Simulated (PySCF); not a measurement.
Vertical excitation energies

Species: (F)3Ti-NH-SiH3 (singlet state).
Geometry (PBE0-D3(BJ)/def2-SVP, Å), atoms numbered from 1 in this order:
```
atom  x, y, z in Å
Ti1   -0.0653    1.5257   -0.4569
F2    -1.3853    1.9147    0.6095
F3     1.1706    2.7437   -0.4572
F4    -0.7193    1.2976   -2.0554
N5     0.7172   -0.0527    0.1081
Si6   -0.1354   -1.5527    0.4407
H7     1.7314   -0.0600    0.2266
H8     0.3100   -2.6437   -0.4768
H9     0.0805   -1.9893    1.8526
H10   -1.5798   -1.2600    0.2130
```

Level of theory: PySCF 2.14.0, density-fitted response routines, TDDFT PBE0/def2-SVPD, vertical, gas phase, core orbitals frozen in the response.

**Question.** Predict the UV-vis stick spectrum at this level.

**Answer.** 

```
state  E (eV)  E (hartree)       f  |μ| (D)  main configurations (H = HOMO, L = LUMO)
   S1    4.24       0.1556  0.0001     0.08                                 H→L (98%)
   S2    4.96       0.1823   0.043     1.52                               H→L+1 (90%)
   S3    5.56       0.2044  0.0010     0.22                               H→L+2 (97%)
   S4    5.65       0.2077  0.0005     0.16                               H→L+3 (97%)
   S5    5.94       0.2184  0.0013     0.24     H-1→L (63%), H→L+4 (21%), H-3→L (13%)
   S6    6.11       0.2245   0.062     1.64                  H→L+4 (66%), H-1→L (22%)
   S7    6.24       0.2291  0.0008     0.18              H-1→L+1 (82%), H-3→L+1 (14%)
   S8    6.72       0.2471  0.0063     0.50                               H→L+5 (96%)
   S9    6.94       0.2551  0.0026     0.31     H-3→L (68%), H-2→L (16%), H-1→L (11%)
  S10    6.99       0.2567  0.0023     0.30                  H-2→L (81%), H-3→L (14%)
  S11    7.19       0.2643  0.0000     0.03              H-3→L+1 (80%), H-1→L+1 (16%)
  S12    7.27       0.2673  0.0003     0.10              H-1→L+2 (67%), H-2→L+1 (22%)
  S13    7.32       0.2692   0.012     0.65              H-2→L+1 (70%), H-1→L+2 (19%)
  S14    7.51       0.2758  0.0031     0.33                  H-4→L (78%), H-6→L (13%)
  S15    7.58       0.2784  0.0039     0.37              H-1→L+4 (81%), H-3→L+4 (11%)
```

Triplets, Tamm–Dancoff:

| state | E (eV) | λ (nm) | main configurations (H = HOMO, L = LUMO) |
| --- | --- | --- | --- |
| T1 | 4.10 | 302.4 | H→L (95%) |
| T2 | 4.10 | 302.1 | H→L+1 (90%) |
| T3 | 5.30 | 234.0 | H→L+3 (65%), H→L+2 (30%) |

The lowest singlet lies at 4.24 eV (293 nm, ultraviolet) and is dark (f under 0.0005); its leading configuration is HOMO→LUMO (98%). The most intense listed level is S6 at 6.11 eV (203 nm, f = 0.062), 1.87 eV above S1. For S1 the Löwdin share of titanium is 9% in HOMO and 78% in LUMO (ligand-to-metal charge transfer by this measure). Weighted by f, the mean energy of these states is 5.98 eV. Orbital energies (eV): HOMO-3 -11.14, HOMO-2 -10.64, HOMO-1 -9.96, HOMO -8.53, LUMO -2.55, LUMO+1 -2.26, LUMO+2 -1.32. The oscillator strengths of these states sum to 0.139; summed over the whole spectrum of an exact calculation they would give the number of electrons, 74 (Thomas–Reiche–Kuhn). Only the lowest 15 singlets were computed, as vertical energies without vibronic structure.
